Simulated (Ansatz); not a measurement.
Reaction (cleavage of the Si–P bond): `O[SiH2]P[SiH3]` + `O[SiH](Cl)Cl` → `O[SiH2]O[SiH](Cl)Cl` + `[SiH3]P`

Program: Ansatz. Geometries: PBE0-D4/def2-TZVP. ΔE: electronic, gas phase. CCSD(T)/CBS is the MP2 limit (def2-TZVPP, def2-QZVPP) plus CCSD(T) − MP2 in def2-TZVPP, frozen cores. This one scheme is used for every species. Functionals use def2-TZVPP. Each species was taken in one conformer, which may not be the lowest.

`O[SiH2]P[SiH3]`:

```xyz
11

O     1.630   -1.064   -0.302
Si    0.202   -1.121   -1.125
P    -1.534   -0.050   -0.184
Si   -0.337    1.583    0.798
H     1.643   -1.391    0.598
H    -0.242   -2.525   -1.340
H     0.483   -0.464   -2.422
H    -1.593   -0.885    0.965
H     0.691    1.081    1.747
H     0.326    2.365   -0.277
H    -1.268    2.471    1.542
```

`O[SiH](Cl)Cl`:

```xyz
6

O    -0.710   -1.129    0.136
Si    0.365    0.071   -0.046
Cl    0.337    1.336    1.556
Cl   -0.042    1.182   -1.709
H    -1.640   -0.917    0.234
H     1.690   -0.544   -0.171
```

`O[SiH2]O[SiH](Cl)Cl`:

Cartesian coordinates in Å:
```
O 0.420 0.558 -2.126
Si -0.125 1.242 -0.748
O -0.748 0.112 0.280
Si -0.365 -1.167 1.175
Cl 1.263 -2.106 0.357
Cl 0.117 -0.592 3.067
H 1.188 -0.013 -2.077
H 0.963 1.945 -0.025
H -1.230 2.137 -1.135
H -1.483 -2.116 1.232
```

`[SiH3]P`:

```xyz
7

Si   -0.187    0.040   -0.796
P    -0.210    0.423    1.426
H     0.082    1.331   -1.481
H    -1.535   -0.444   -1.193
H     0.829   -0.956   -1.226
H     1.201    0.564    1.511
H    -0.179   -0.958    1.759
```

Problem. Is it downhill or uphill in electronic energy at CCSD(T)/CBS, and by how much? (Best estimate.)

Solution. Ansatz gave: Downhill: ΔE = -23.8 kcal/mol.

Problem. What do these levels give: PBE-D4, PBE0-D4, ωB97M-V, r2SCAN, HF/def2-QZVPP, MP2/CBS(def2)? (An estimate is asked.)

Solution. The calculation gave: PBE-D4 -18.4, PBE0-D4 -20.2, ωB97M-V -23.8, r2SCAN -22.1, HF/def2-QZVPP -30.9, MP2/CBS(def2) -23.4 kcal/mol.

Largest T1 diagnostic among the species: 0.013.

From PBE to PBE0 (25 % exact exchange), in def2-TZVPP and without D4, ΔE moves by −1.7 kcal/mol. In def2-TZVPP, CCSD(T) changes the Hartree–Fock value by +5.9 kcal/mol (the triples alone add +1.1 kcal/mol) and MP2 by +6.3 kcal/mol.
